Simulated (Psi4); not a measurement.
C₄H₅ (SMILES [CH]1[C@@H]2C[C@H]12), doublet, geometry from GFN2-xTB; CCSD(T)/STO-3G run with Psi4 1.11.

The Psi4 input:
```
memory 2 GB

molecule mol {
0 2
  C    -0.011048    1.152992    0.292681
  C     0.006069   -1.071617    0.362843
  C     0.777923    0.051757   -0.247030
  C    -0.775309    0.039481   -0.257303
  H    -0.016569    2.162854   -0.079261
  H    -0.000459   -1.149501    1.442906
  H     0.016990   -2.032726   -0.139902
  H     1.484404    0.003521   -1.055676
  H    -1.470182   -0.019829   -1.075216
}

set basis sto-3g
set reference uhf
set freeze_core true
set mp2_type conv
set scf_type pk
set puream true
set d_convergence 1e-8

energy('ccsd(t)')
print_variables()
```

### Question
Write the output that Psi4 gives for this input, abridged.

### Answer

```
   => Loading Basis Set <=

    Name: STO-3G
    Role: ORBITAL
    Keyword: BASIS

         ---------------------------------------------------------
                                   SCF
               by Justin Turney, Rob Parrish, Andy Simmonett
                          and Daniel G. A. Smith
                              UHF Reference
         ---------------------------------------------------------

  ==> Geometry <==

    Molecular point group: c1
    Full point group: C1

    Geometry (in Angstrom), charge = 0, multiplicity = 2:

       Center              X                  Y                   Z               Mass
    ------------   -----------------  -----------------  -----------------  -----------------
         C           -0.010782441138     1.133618174363     0.275711554763    12.000000000000
         C            0.006334558862    -1.090990825637     0.345873554763    12.000000000000
         C            0.778188558862     0.032383174363    -0.263999445237    12.000000000000
         C           -0.775043441138     0.020107174363    -0.274272445237    12.000000000000
         H           -0.016303441138     2.143480174363    -0.096230445237     1.007825032230
         H           -0.000193441138    -1.168874825637     1.425936554763     1.007825032230
         H            0.017255558862    -2.052099825637    -0.156871445237     1.007825032230
         H            1.484669558862    -0.015852825637    -1.072645445237     1.007825032230
         H           -1.469916441138    -0.039202825637    -1.092185445237     1.007825032230

  Running in c1 symmetry.

  Rotational constants: A =      0.61936  B =      0.34753  C =      0.28552 [cm^-1]
  Rotational constants: A =  18567.92229  B =  10418.58381  C =   8559.67359 [MHz]
  Nuclear repulsion =  108.897973433605358

  Charge       = 0
  Multiplicity = 2
  Electrons    = 29
  Nalpha       = 15
  Nbeta        = 14

  ==> Algorithm <==

  SCF Algorithm Type is PK.
  DIIS enabled.
  MOM disabled.
  Fractional occupation disabled.
  Guess Type is SAD.
  Energy threshold   = 1.00e-08
  Density threshold  = 1.00e-08
  Integral threshold = 1.00e-12

  ==> Primary Basis <==

  Basis Set: STO-3G
    Blend: STO-3G
    Number of shells: 17
    Number of basis functions: 25
    Number of Cartesian functions: 25
    Spherical Harmonics?: true
    Max angular momentum: 1

  ==> Integral Setup <==

  Using in-core PK algorithm.
   Calculation information:
      Number of atoms:                   9
      Number of AO shells:              17
      Number of primitives:             51
      Number of atomic orbitals:        25
      Number of basis functions:        25

      Integral cutoff                 1.00e-12
      Number of threads:                 1

  Performing in-core PK
  Using 105950 doubles for integral storage.
  We computed 11613 shell quartets total.
  Whereas there are 11781 unique shell quartets.

  ==> DiskJK: Disk-Based J/K Matrices <==

    J tasked:                  Yes
    K tasked:                  Yes
    wK tasked:                  No
    Schwarz Cutoff:          1E-12

  Minimum eigenvalue in the overlap matrix is 2.0857697885E-01.
  Reciprocal condition number of the overlap matrix is 7.5556509905E-02.
    Using symmetric orthogonalization.

  ==> Pre-Iterations <==

  SCF Guess: Superposition of Atomic Densities via on-the-fly atomic UHF (no occupation information).

   -------------------------
    Irrep   Nso     Nmo
   -------------------------
     A         25      25
   -------------------------
    Total      25      25
   -------------------------

  ==> Iterations <==

                        Total Energy        Delta E     RMS |[F,P]|

   @UHF iter SAD:  -149.59162467047983   -1.49592e+02   0.00000e+00
   @UHF iter   1:  -152.30558795622863   -2.71396e+00   8.37569e-03 DIIS/ADIIS
   @UHF iter   2:  -152.34283019767955   -3.72422e-02   3.24578e-03 DIIS/ADIIS
   @UHF iter   3:  -152.34804710296422   -5.21691e-03   1.11232e-03 DIIS/ADIIS
[...]
  @UHF Final Energy:  -152.35062472114132
    Total Energy =                       -152.3506247211413154
[...]
              4   0        -0.0063821825
              6   0        -0.0062650096
              8   1         0.0062250573
              7   1         0.0057798133
              3   0         0.0034845056
              9   2         0.0033163337
              4   2         0.0030885373
              1   8         0.0028890358

    Largest TIJAB Amplitudes:
     10   6   2   0         0.0179864888
      9   5   7   0         0.0138687766
     10   4   8   0         0.0115237152
     10   9   7   0        -0.0111573467
      9   8   7   0        -0.0097334343
      9   6   3   0        -0.0088192292
      9   6   9   0        -0.0084409557
      9   4   9   2        -0.0083894999
      8   6   2   0        -0.0081784510
      6   5   2   0        -0.0079806669

    Largest Tijab Amplitudes:
      9   8   4   0         0.0190154986
      9   8   8   1         0.0145807780
      9   8   3   0         0.0144048485
      9   6   3   1         0.0135176512
      9   6  10   0         0.0116040249
      9   7   4   0         0.0111773262
      9   4   9   1        -0.0106039359
      8   5   8   1         0.0105553512
      9   8   1   0         0.0100841924
      8   6  10   1         0.0096665300

    Largest TIjAb Amplitudes:
     10   9   0   1         0.1003928710
      8   9   0   1        -0.0459205528
      9   8   2   3        -0.0449533927
      7   9   0   0        -0.0334944798
      9   7   2   1        -0.0320712686
      5   5   5   6        -0.0309678218
      6   6   6   7         0.0306441353
      9   7   0   3        -0.0301902759
      9   8   0   1        -0.0296051543
     10   8   0   8         0.0248794312

    SCF energy       (wfn)                    = -152.350624721141315
    Reference energy (file100)                = -152.350624721141287

    Opposite-spin MP2 correlation energy      =   -0.171069809161383
    Same-spin MP2 correlation energy          =   -0.032205492455986
    Singles MP2 correlation energy            =   -0.000000000000000
    MP2 correlation energy                    =   -0.203275301617369
      * MP2 total energy                      = -152.553900022758654

    Opposite-spin CCSD correlation energy     =   -0.228665187933522
    Same-spin CCSD correlation energy         =   -0.027922882892509
    Singles CCSD correlation energy           =   -0.000000000000000
    CCSD correlation energy                   =   -0.256588070826031
      * CCSD total energy                     = -152.607212791967328

            **************************
            *                        *
            *        CCTRIPLES       *
            *                        *
            **************************

    Wave function   =    CCSD_T
    Reference wfn   =      UHF

    Nuclear Rep. energy (wfn)                =  108.897973433605358
    SCF energy          (wfn)                = -152.350624721141315
    Reference energy    (file100)            = -152.350624721141287
    CCSD energy         (file100)            =   -0.256588070826031
    Total CCSD energy   (file100)            = -152.607212791967328

    Number of ijk index combinations:
    Spin Case AAA:                                 165
    Spin Case BBB:                                 120
    Spin Case AAB:                                 550
    Spin Case ABB:                                 495
    AAA (T) energy                             =   -0.000039978942797
    BBB (T) energy                             =   -0.000077432899213
    AAB (T) energy                             =   -0.001604572788626
    ABB (T) energy                             =   -0.001745936723201
    (T) energy                                   =   -0.003467921353837
      * CCSD(T) total energy                     = -152.610680713321159

  Variable Map:
  ----------------------------------------------------------------------------
[...]
  Array Variable Map:
  ----------------------------------------------------------------------------
[...]
[...]
```
